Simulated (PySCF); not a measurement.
# Orbital picture of CSe

M06 at R = 1.682 Å; PySCF, no relativity, basis sets C pcseg-1, Se pcseg-1. State: ¹Σ⁺ (singlet), closed shell. Only the outer orbitals are listed, counted within each symmetry.

| orbital | occ. | ε (eV) | on C (%) | main shells (%) |
| --- | --- | --- | --- | --- |
| 8σ | 2 | -22.08 | 33 | 60 Se s, 25 C s |
| 9σ | 2 | -14.33 | 39 | 39 C s, 34 Se s, 27 Se p |
| 4π | 2 | -9.23 | 29 | 70 Se p, 28 C p |
| 4π | 2 | -9.23 | 29 | 70 Se p, 28 C p |
| 10σ | 2 | -8.52 | 74 | 45 C p, 28 C s, 25 Se p |
| 5π | 0 | -2.43 | 64 | 64 C p, 31 Se p |
| 5π | 0 | -2.43 | 64 | 64 C p, 31 Se p |
| 11σ | 0 | 2.33 | 11 | 66 Se p, 24 C p, 14 Se d |

Q: Which are the highest filled and the lowest empty level, where do they sit, and how wide is the gap?

A: Highest filled 10σ at -8.52 eV (in %: 45 C p, 28 C s, 25 Se p); lowest empty 5π at -2.43 eV (in %: 64 C p, 31 Se p); the gap at M06 is 6.09 eV.

The bond order (Mayer) is 2.56 and the ⟨S²⟩ is 0.000. The charge on C (Mulliken, basis-dependent) is -0.06 and the charge on C (Löwdin, basis-dependent) is -0.23. The dipole moment (positive dipole means C(−)Se(+)) is 2.05 D.
